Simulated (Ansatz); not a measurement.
Si4Ge3⁻. Charge -1, multiplicity 2. Geometry PBE-D4/def2-SVP, that of the neutral singlet; atoms count from 1.

```tsv
atom	x (Å)	y (Å)	z (Å)
Si1	0.476	0.520	-1.474
Si2	-1.225	0.396	0.434
Si3	0.258	-1.607	-0.146
Si4	1.290	0.432	0.906
Ge5	0.463	2.504	-0.067
Ge6	-1.337	-1.048	-1.899
Ge7	0.075	-1.197	2.247
```

The structure comes from a short search, and lower isomers may exist.

Q: Estimate the Mulliken populations from the PBE0/def2-SVP orbitals of Ansatz.

A: 
```
atom  charge (e)  spin (α − β)
 Si1       -0.14         -0.05
 Si2       -0.21         -0.09
 Si3       -0.16          0.28
 Si4       -0.16          0.28
 Ge5       -0.12          0.23
 Ge6       -0.12          0.23
 Ge7       -0.10          0.12
```
Mulliken values depend strongly on the basis.

Q: Where does the spin sit?

A: Summed by element: Si 0.42, Ge 0.58, of 1 unpaired in all. Largest on single atoms: Si3 0.28, Si4 0.28, Ge6 0.23.

Q: And the Mayer bond orders between heavy atoms (over 0.3)?

A: Si1–Si2 0.53 (2.56 Å); Si1–Si3 0.49 (2.52 Å); Si1–Si4 0.49 (2.52 Å); Si1–Ge5 0.78 (2.43 Å); Si1–Ge6 0.78 (2.43 Å); Si2–Si3 0.47 (2.56 Å); Si2–Si4 0.47 (2.56 Å); Si2–Ge5 0.52 (2.75 Å); Si2–Ge6 0.52 (2.75 Å); Si2–Ge7 0.46 (2.74 Å); Si3–Si4 0.45 (2.52 Å); Si3–Ge6 0.76 (2.43 Å); Si3–Ge7 0.81 (2.43 Å); Si4–Ge5 0.76 (2.43 Å); Si4–Ge7 0.81 (2.43 Å).
